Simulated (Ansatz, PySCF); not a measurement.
Energy difference R1 + R2 → P1 + P2, each structure at its B3LYP-D3(BJ)/def2-TZVP stationary point, reached from a drawn start (curvature not checked).
R1: C2H6Zn (SMILES [CH3][Zn][CH3]), charge 0, multiplicity 1.
P1: CH4 (SMILES C), charge 0, multiplicity 1.
R2: H2O (SMILES O), charge 0, multiplicity 1.
P2, CH4OZn (SMILES [CH3][Zn][OH]) (charge 0, multiplicity 1):
```xyz
7

C     -0.5113    -1.0180    -0.5143
Zn     0.3886     0.4987     0.2781
O      1.3347     1.8340     1.0060
H     -0.1839    -1.1588    -1.5449
H     -1.5908    -0.8628    -0.5119
H     -0.2911    -1.9258     0.0486
H      0.8537     2.6327     1.2384
```

P less R. No zero-point or thermal terms; no spin–orbit coupling.

Correlated levels freeze the cores.

Codes used: Ansatz (a program for electronic structure) with Gaussian orbitals; PySCF for the D3/D4 terms. No computed number here is a measurement.

Task: What reaction energy does B3LYP-D4/def2-TZVPP give?

Result: -74 kJ/mol

Task: Predict the reaction energy from CCSD(T)/def2-QZVPP.

Result: -72 kJ/mol

Task: What reaction energy does BLYP-D3(BJ)/def2-TZVPP give?

Result: -76 kJ/mol
